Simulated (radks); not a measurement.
The numbers below are computed, except where a source is named.
Task: The iodine ion I41+, 12 electrons, occupied as [Ne] 3s2. Code: a radial shooting solver on a logarithmic mesh with Libxc functionals. Model: Dirac Kohn-Sham, BLYP, spin-unpolarised, spherical densities, finite nucleus; Fermi nuclear charge, rms radius 4.75 fm. Some entries of the table are withheld. Estimate them.

| orbital | occ. | eigenvalue (hartree) | r(max) (bohr) |
|---|---|---|---|
| 1s1/2 | 2 | -1309.138 | 0.01753 |
| 2s1/2 | 2 | -279.2366 | 0.09842 |
| 2p1/2 | 2 | (1) | 0.07536 |
| 2p3/2 | 4 | (2) | 0.08003 |
| 3s1/2 | 2 | -112.8294 | 0.2636 |
| 3p1/2 | 0 | (3) | 0.2475 |
| 3p3/2 | 0 | (4) | 0.2558 |
| 4s1/2 | 0 | -60.84157 | 0.5229 |

Result: 
(1) 2p1/2 eigenvalue (hartree): -269.0839
(2) 2p3/2 eigenvalue (hartree): -257.6899
(3) 3p1/2 eigenvalue (hartree): -109.2900
(4) 3p3/2 eigenvalue (hartree): -106.3491
